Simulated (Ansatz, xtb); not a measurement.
**Isomers of C7H10O in order of energy**

5 gas-phase structures of C7H10O, from a drawn sample of its isomers (lower ones may exist). Each was relaxed with GFN2-xTB; where two conformers were screened, the lower at r2SCAN-D4/def2-SVP//GFN2-xTB is listed:

A. `O=C=CCC1CCC1`, a singlet
B. `CC1=CC(=O)[C@H](C)C1`, a singlet
C. `C1=C(C2CC2)COC1`, a singlet
D. `CC1=C(C)OCC=C1`, a singlet
E. `CO[C@@H]1C=CC=CC1`, a singlet

Q: Which do you expect lowest at r2SCAN-D4/def2-SVP//GFN2-xTB, and how would the others follow?

A: Calculated order at r2SCAN-D4/def2-SVP//GFN2-xTB: B (0.0), D (24.2), E (35.5), A (39.2), C (43.0) kcal/mol.

Energies above the lowest of each column, in kcal/mol; the last columns are at r2SCAN-D4/def2-SVP geometries and were run for some of them only (a dash: not run or not comparable):

```
structure  GFN2-xTB  HF/STO-3G  r2SCAN-D4/def2-SVP//GFN2-xTB  r2SCAN-D4/def2-SVP  CCSD(T)/def2-SVP + ΔMP2/def2-TZVPP
        B       0.0        0.0                           0.0                 0.0                                 0.0
        D      13.0       16.8                          24.2                22.8                                21.9
        E      26.0       28.3                          35.5                35.4                                30.8
        A      24.5       36.5                          39.2                   –                                   –
        C      22.9       25.1                          43.0                   –                                   –
```

Every level run on B puts it lowest or level with the lowest. Flexible structures stand in one conformer each, not always the lowest. Frequencies (GFN2-xTB) were run for B, D, E alone. ΔMP2 is the change of the MP2 energy from the smaller to the larger basis.

Over these structures GFN2-xTB departs from r2SCAN-D4/def2-SVP//GFN2-xTB by 5.1 kcal/mol on average once a common shift is removed. A GFN2-xTB relaxation took about 0.13 s and the r2SCAN-D4/def2-SVP//GFN2-xTB energy about 2.3 s on a shared host (Ansatz 0.2.0, xtb 6.7.1).
